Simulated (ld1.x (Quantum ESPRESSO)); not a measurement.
**Reading a pseudo-wave (Al (Z = 13))**

Columns: radius, all-electron u(r) and pseudo u(r) of the 3p shell (level -3.41 eV) of aluminium in the configuration [He] 2s2 2p6 3s1 3p2; LDA (PZ), non-relativistic, PAW scheme, ld1.x (Quantum ESPRESSO) 7.5.

```csv
r (bohr),all-electron,pseudo
0.053,0.0295,0.0134
0.105,0.0845,0.0506
0.158,0.1400,0.1075
0.210,0.1835,0.1737
0.262,0.2129,0.2410
0.315,0.2283,0.3010
0.368,0.2308,0.3442
0.420,0.2228,0.3651
0.473,0.2062,0.3623
0.525,0.1834,0.3371
0.578,0.1552,0.2928
0.630,0.1241,0.2365
0.683,0.0899,0.1728
0.735,0.0548,0.1099
0.788,0.0182,0.0498
0.840,-0.0179,-0.0026
0.893,-0.0545,-0.0490
0.945,-0.0899,-0.0886
0.998,-0.1251,-0.1250
1.050,-0.1586,-0.1586
1.102,-0.1909,-0.1909
1.155,-0.2225,-0.2225
1.208,-0.2527,-0.2527
1.260,-0.2808,-0.2808
1.313,-0.3080,-0.3080
1.365,-0.3332,-0.3332
```

Question: How many radial nodes do the two functions have?

Answer: The all-electron 3p function has n − l − 1 = 1; the pseudo-wave has 1, since 1 lower shell of the same l stays in the valence.

Question: At about which radius was the pseudo-wave matched?

Answer: 1.05 bohr, where the columns begin to agree (steps of 0.05 bohr).

Question: Is the pseudo-wave norm-conserving?

Answer: No, it belongs to a PAW set: the norm inside the radius is not constrained, and the difference is carried by the augmentation charge.
